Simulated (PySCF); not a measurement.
# How methods differ on the ionisation energy of Zn¹²⁺

Zn¹²⁺ [Ar] → Zn¹³⁺ [Ne] 3s2 3p5 [3p1/2^2 3p3/2^3, M_J = 3/2], as a difference of total energies. Computed with PySCF 2.14 in an even-tempered Gaussian basis (20 s from 0.88 bohr⁻², ratio 2.4; 14 p from 1.1 bohr⁻², ratio 2.4; 5 d from 7 bohr⁻², ratio 2.6; 4 f from 11 bohr⁻², ratio 2.6), with the two-component X2C-1e Hamiltonian. Correlated levels: 1s2 frozen; the 52 highest virtual spinors dropped. "Screened" scales the spin-orbit matrix elements by Boettger's factors to mimic the two-electron term; Breit and QED terms are absent.

```json
{"method": "GHF (spin-free)", "ionisation energy (eV)": "417.87"}
{"method": "GMP2 (spin-free)", "ionisation energy (eV)": "418.63"}
{"method": "GHF (screened spin-orbit)", "ionisation energy (eV)": "416.42"}
{"method": "GMP2 (screened spin-orbit)", "ionisation energy (eV)": "417.18"}
```

Problem. How much does correlation contribute at GMP2 (screened spin-orbit)?

Solution. 417.18 − (416.42) = 0.76 eV, measured against GHF (screened spin-orbit).

For comparison: 417.6 ± 1.2 eV (semi-empirical (NIST evaluation); NIST Atomic Spectra Database, ionization energies).
